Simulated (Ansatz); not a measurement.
Basis-set extrapolation for `FB1CS1` (PBE0-D4/def2-TZVP geometry, frozen core, Ansatz 0.2.0). Multiplicity 1, RHF reference.

|  | def2-TZVPP | def2-QZVPP |
| --- | --- | --- |
| HF | -560.813791 | -560.831992 |
| MP2 correlation | -0.678630 | -0.734771 |
| CCSD(T) correlation | -0.732813 | not run |

Energies in hartree. Use E(X) = E(∞) + A·exp(−7.88·√X) for Hartree–Fock and E(X) = E(∞) + B·X^(−2.97) for correlation, with X = 3 and 4, and add CCSD(T) minus MP2 of the smaller set to the MP2 limit.

What is the CCSD(T) energy at the basis-set limit?

HF limit: -560.831992 + (-0.018201) × 0.13774 = -560.83450. MP2 limit: -0.734771 + (-0.056141) × 0.74074 = -0.77636. Higher-order term: -0.732813 − (-0.678630) = -0.05418. Total: -561.66504 hartree, 311.0 kJ/mol below CCSD(T)/def2-TZVPP.
